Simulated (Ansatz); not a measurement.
Calculated with Ansatz (gas phase, PBE0-D4/def2-TZVP geometries, no zero-point term in ΔE). CBS: MP2 limit from def2 TZ/QZ plus the TZ coupled-cluster correction, frozen cores. Functionals use def2-TZVPP. For Ga outer-core shells are correlated without core-valence functions, which leaves a few kJ/mol of doubt a bond. Scalar relativity is left out up to krypton. Each species was taken in one conformer, which may not be the lowest.

Reaction (redistribution): `C[Si](C)(F)BF` + `[SiH3][SiH2][GaH2]` → `C[Si](C)(F)[GaH2]` + `FB[SiH2][SiH3]`

```
             species  PBE energy (Eh)
     `C[Si](C)(F)BF`       -594.21560
`[SiH3][SiH2][GaH2]`      -2507.43003
 `C[Si](C)(F)[GaH2]`      -2394.71450
    `FB[SiH2][SiH3]`       -706.92804
```

Work out ΔE.

ΔE = (-2394.71450) + (-706.92804) − (-594.21560) − (-2507.43003) = 0.00309 Eh = +0.08 eV. CCSD(T)/CBS gives +0.12 eV.

Largest T1 diagnostic among the species: 0.015.
